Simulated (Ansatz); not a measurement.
Ansatz (an electronic-structure program) input:

Ansatz 0.2 input:
```yaml
crystal:
  periodic: [false, false, false]
  atoms:
    - {symbol: B, position_ang: [0.86898149, -0.01908620, 0.04804700]}
    - {symbol: C, position_ang: [-0.68042635, 0.03011614, -0.00855566]}
    - {symbol: H, position_ang: [1.43617382, -0.96026324, 0.51593106]}
    - {symbol: H, position_ang: [1.52837762, 0.85392089, -0.43100645]}
    - {symbol: H, position_ang: [-1.10901199, 1.03181344, -0.06663557]}
    - {symbol: H, position_ang: [-0.92833931, -0.45791073, -0.96767820]}
    - {symbol: H, position_ang: [-1.18954946, -0.55282617, 0.76048813]}
basis:
  gaussian:
    orbitals: def2-SVP
magnetization: {spin_polarized: false}
correlation: {method: ccsd_t, electrons: outside_noble_gas}
```

Which total energy does the run end on?

-65.67266 Eh (CCSD(T)/def2-SVP). The basis has 53 functions.
